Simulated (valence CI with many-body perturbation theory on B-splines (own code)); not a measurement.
## E1 line list for V¹⁷⁺

Calculated by valence CI with perturbative core correlation (CI+MBPT): four valence electrons over a frozen Dirac-Fock core [He], radial functions for each j: 11 s, 11 p, 10 d, 8 f, 5 g, 2 h, with the one-electron correlation potential Σ1 (screened to all orders), the two-electron term Σ2, the three-electron term Σ3, Breit, model QED; selected single and double excitations, second order for the rest, scaled by the run's own slope (own B-spline code, finite nucleus).

No measured levels were compared; by estimate levels of excited configurations hold to 0.05 to 0.15 % of their energy, terms of the ground configuration to about 0.5 %. Among the levels kept, up to 850 cm⁻¹ of a level comes from second order outside the variational space, and about a tenth of that is noise between levels of different J, which matters for small intervals.

Lines 1 to 50 of 551 in falling wavelength, among levels below 7160.1 × 10³ cm⁻¹, chosen from the strongest by gf and those to the six lowest levels. Wavelengths and rates use the calculated energies, so an error of 400 cm⁻¹ moves a line at 85.61 nm by 0.34 % and its rate by three times that or more. Electric multipoles are in the length gauge with retardation, E1 and E2 with the static RPA response of the core. Weak lines are less certain than strong ones. Lines between different terms over intervals too small for the method are left out, as are lines whose strength nearly cancels. Where a level lies close to another of its J and parity, the split of strength between their lines is uncertain. The highest levels of a list are the least certain.

Names give the largest LS component (configuration and term), which can be under half, so a name can repeat, a term be missing and a line seem to break the LS rules; names also repeat where a configuration has a term twice. Letters in brackets count levels of one name in rising energy.

| λ vac (nm) | Upper | Lower | A (s⁻¹) | log gf | Branch % |
| --- | --- | --- | --- | --- | --- |
| 85.61 | 2p3 3p 3P_1 | 2p3 3s 3S°_1 | 3.10e+08 | -0.99 | 0.0 |
| 82.35 | 2p3 3p 1P_1 | 2p3 3s 1D°_2 | 2.97e+08 | -1.04 | 0.0 |
| 80.41 | 2p3 3p 3P_2 | 2p3 3s 3S°_1 | 3.33e+08 | -0.79 | 0.0 |
| 78.52 | 2s 2p2 3p 1D°_2 [a] | 2s 2p2 3s 1D_2 | 2.83e+08 | -0.88 | 0.0 |
| 75.29 | 2p3 3p 1F_3 | 2p3 3s 1D°_2 | 6.26e+08 | -0.43 | 0.0 |
| 71.36 | 2p3 3p 3D_2 | 2p3 3s 3D°_2 | 5.46e+08 | -0.68 | 0.0 |
| 71.07 | 2p3 3p 3D_3 [a] | 2p3 3s 3D°_3 | 6.19e+08 | -0.48 | 0.0 |
| 70.22 | 2s 2p2 3p 1F°_3 | 2s 2p2 3s 1D_2 | 6.37e+08 | -0.48 | 0.0 |
| 69.41 | 2s 2p2 3d 5P_3 | 2s 2p2 3p 5S°_2 | 2.20e+08 | -0.95 | 0.0 |
| 69.06 | 2s 2p2 3p 1P°_1 [b] | 2s 2p2 3s 1S_0 | 4.59e+08 | -1.01 | 0.0 |
| 68.88 | 2s2 2p 3p 3D_1 | 2s2 2p 3s 3P°_1 | 4.71e+08 | -1.00 | 1.6 |
| 68.46 | 2s 2p2 3d 1F_3 [a] | 2s 2p2 3p 3P°_2 [b] | 1.98e+08 | -1.01 | 0.0 |
| 67.64 | 2s 2p2 3p 3D°_3 [a] | 2s 2p2 3s 3P_2 [a] | 6.66e+08 | -0.50 | 0.0 |
| 66.77 | 2s 2p2 3p 3D°_2 [a] | 2s 2p2 3s 3P_1 [a] | 6.70e+08 | -0.65 | 0.0 |
| 66.63 | 2s2 2p 3p 3P_1 | 2s2 2p 3s 1P°_1 | 5.74e+08 | -0.94 | 0.5 |
| 66.14 | 2p3 3p 3D_3 [a] | 2p3 3s 3D°_2 | 2.09e+08 | -1.02 | 0.0 |
| 65.21 | 2s 2p2 3d 5P_2 | 2s 2p2 3p 5S°_2 | 4.31e+08 | -0.86 | 0.0 |
| 65.14 | 2p3 3p 5P_1 | 2p3 3s 5S°_2 | 1.03e+09 | -0.71 | 0.1 |
| 64.76 | 2s 2p2 3p 5D°_2 | 2s 2p2 3s 5P_2 | 3.06e+08 | -1.02 | 5.9 |
| 64.58 | 2s 2p2 3d 3F_4 [b] | 2s 2p2 3p 3D°_3 [b] | 3.91e+08 | -0.66 | 0.0 |
| 64.31 | 2p3 3p 3F_2 | 2p3 3s 3D°_1 | 1.02e+09 | -0.50 | 0.1 |
| 64.01 | 2s 2p2 3p 1P°_1 [a] | 2s 2p2 3s 1D_2 | 5.97e+08 | -0.96 | 0.0 |
| 63.62 | 2p3 3p 5P_2 | 2p3 3s 5S°_2 | 1.08e+09 | -0.48 | 0.1 |
| 63.34 | 2s 2p2 3p 3P°_1 [a] | 2s 2p2 3s 3P_2 [a] | 6.09e+08 | -0.96 | 0.0 |
| 63.29 | 2s 2p2 3d 5P_1 | 2s 2p2 3p 5S°_2 | 5.58e+08 | -1.00 | 0.0 |
| 63.19 | 2p3 3d 5D°_3 | 2p3 3p 5P_3 | 3.32e+08 | -0.86 | 0.6 |
| 63.03 | 2s 2p2 3d 5F_5 | 2s 2p2 3p 5D°_4 | 9.07e+08 | -0.23 | 99.4 |
| 62.57 | 2s 2p2 3p 3F°_2 | 2s 2p2 3s 3D_1 | 5.78e+08 | -0.77 | 0.0 |
| 62.50 | 2p3 3d 5D°_4 | 2p3 3p 5P_3 | 1.05e+09 | -0.26 | 2.8 |
| 62.19 | 2s 2p2 3d 3F_3 [b] | 2s 2p2 3p 3D°_2 [b] | 4.90e+08 | -0.70 | 0.0 |
| 61.83 | 2s 2p2 3p 5D°_1 | 2s 2p2 3s 5P_1 | 8.56e+08 | -0.83 | 0.1 |
| 61.34 | 2p3 3p 3F_4 | 2p3 3s 3D°_3 | 1.46e+09 | -0.13 | 0.1 |
| 61.34 | 2s 2p2 3d 5F_4 | 2s 2p2 3p 5D°_3 | 9.59e+08 | -0.31 | 1.6 |
| 61.33 | 2s 2p2 3p 3P°_2 [a] | 2s 2p2 3s 3P_2 [a] | 9.15e+08 | -0.59 | 0.0 |
| 60.78 | 2s 2p2 3d 3D_3 [b] | 2s 2p2 3p 3D°_3 [b] | 3.59e+08 | -0.86 | 0.0 |
| 60.66 | 2p3 3p 3D_3 [b] | 2p3 3s 3D°_2 | 1.18e+09 | -0.34 | 0.1 |
| 60.25 | 2s 2p2 3d 3F_4 [b] | 2s 2p2 3p 1F°_3 | 2.10e+08 | -0.99 | 0.0 |
| 60.22 | 2s 2p2 3d 3P_2 [b] | 2s 2p2 3p 3P°_2 [b] | 3.78e+08 | -0.99 | 0.0 |
| 60.00 | 2s 2p2 3p 3D°_3 [c] | 2s 2p2 3s 3P_2 [b] | 1.03e+09 | -0.41 | 0.1 |
| 59.84 | 2s 2p2 3d 3G_5 | 2s 2p2 3p 3F°_4 | 1.11e+09 | -0.18 | 30.7 |
| 59.73 | 2s 2p2 3d 3F_4 [c] | 2s 2p2 3p 3D°_3 [c] | 9.23e+08 | -0.35 | 0.0 |
| 59.47 | 2s 2p2 3d 3F_2 [b] | 2s 2p2 3p 3D°_1 [b] | 4.99e+08 | -0.88 | 0.0 |
| 59.46 | 2s 2p2 3d 5F_3 | 2s 2p2 3p 5D°_2 | 9.67e+08 | -0.45 | 0.2 |
| 59.29 | 2s 2p2 3d 3D_3 [d] | 2s 2p2 3p 3P°_2 [c] | 9.86e+08 | -0.44 | 0.0 |
| 59.29 | 2s 2p2 3d 3D_3 [c] | 2s 2p2 3p 3D°_2 [c] | 1.01e+09 | -0.43 | 0.0 |
| 59.29 | 2p3 3p 5P_3 | 2p3 3s 5S°_2 | 1.45e+09 | -0.27 | 0.1 |
| 59.11 | 2s 2p2 3d 5D_2 | 2s 2p2 3p 5P°_2 | 4.71e+08 | -0.91 | 0.0 |
| 58.98 | 2p3 3d 5D°_2 | 2p3 3p 5P_2 | 6.86e+08 | -0.75 | 0.7 |
| 58.92 | 2p3 3d 5D°_3 | 2p3 3p 5P_2 | 8.29e+08 | -0.52 | 1.5 |
| 58.63 | 2s 2p2 3d 3D_2 [b] | 2s 2p2 3p 3D°_2 [b] | 3.68e+08 | -1.02 | 0.0 |
